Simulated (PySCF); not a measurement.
A calculated (B3LYP, PySCF 2.14, aug-cc-pVTZ, no relativity, point nucleus) atom or ion has these occupied shells.

```tsv
shell	electrons	orbital energy (eV)	rms radius, mean of both spins (bohr)
1s β	1	-7563.3	0.0659
1s α	1	-7563.3	0.0659
2s α	1	-905.76	0.280
2s β	1	-903.99	0.280
2p α	3	-787.05	0.250
2p β	3	-785.58	0.250
3s α	1	-115.03	0.842
3s β	1	-111.00	0.842
3p α	3	-79.202	0.893
3p β	3	-74.877	0.893
3d α	5	-20.415	1.18
3d β	2	-18.158	1.18
4s β	1	-13.448	2.88
```

Name the element and its charge.

Co+ (cobalt, charge +1), in [Ar] 3d7 4s1, 4s spin antiparallel (an excited configuration).
